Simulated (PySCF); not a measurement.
## Computed properties of C2H6FNOSi, SMILES N[SiH2]O/C=C/F

C2H6FNOSi, SMILES N[SiH2]O/C=C/F. Geometry: PBE0-D3(BJ)/def2-SVP. The structure was generated by enumeration; whether it is a known compound was not checked. The values are those of a single conformer. All values are computed for the isolated molecule unless a solvent is named; none is compared with measurement here.

**Structure.** All 30 harmonic modes at PBE0-D3(BJ)/def2-SVP (PySCF) are real, so it is a minimum. With heavy atoms numbered as in [NH2:1][SiH2:2][O:3]/[CH:4]=[CH:5]/[F:6], the shortest bond between them is C4–C5 at 1.333 Å and the longest N1–Si2 at 1.712 Å.

**Vibrations.** The strongest infrared lines (harmonic, unscaled, degenerate partners summed) lie at 949 cm⁻¹ (301 km/mol, H 57 %, Si 28 %, N 9 %), 1320 cm⁻¹ (287 km/mol, C 41 %, H 40 %, O 16 %), 1252 cm⁻¹ (281 km/mol, H 45 %, O 30 %, C 23 %). The softest mode is at 59 cm⁻¹ and the zero-point energy is 52.3 kcal/mol.

**Electronic structure.** PBE0/def2-TZVP (PySCF) places the frontier levels at -6.50 and 0.26 eV, a gap of 6.76 eV, and gives a dipole moment of 2.36 D and a mean polarisability of 61.5 bohr³. PBE/def2-TZVP (PySCF) at the same geometry gives -5.25 and -0.61 eV, so its gap is 2.12 eV narrower. An orbital gap is neither the optical nor the fundamental gap.

**Excitations.** TDA-PBE0/def2-SVPD (PySCF) has S1 at 5.77 eV (215 nm, f = 0.051, bright); the most intense of the 10 singlets computed lies at 6.96 eV (f = 0.18). T1 (TDA) is at 4.01 eV, 1.76 eV under S1. TDA-PBE/def2-SVPD (PySCF) puts S1 at 4.78 eV. No vertical singlet excitation falls in the visible range (under 3.1 eV).

**NMR.** GIAO shifts at PBE0/pcSseg-1 (PySCF) (non-relativistic, atoms alike by connectivity averaged): ¹³C from 138.6 to 153.4 ppm against TMS; ¹H from 1.5 to 7.5 ppm against TMS; ²⁹Si at -31.1 ppm against TMS; ¹⁹F at -193.8 ppm against CFCl3.

**Solvation.** SMD-ωB97X/6-31G* (PySCF) gives -1.5 kcal/mol in water, -1.8 kcal/mol in n-hexane, -3.6 kcal/mol in chlorobenzene (1 M in both phases, gas-phase geometry); of these solvents chlorobenzene holds the molecule best.
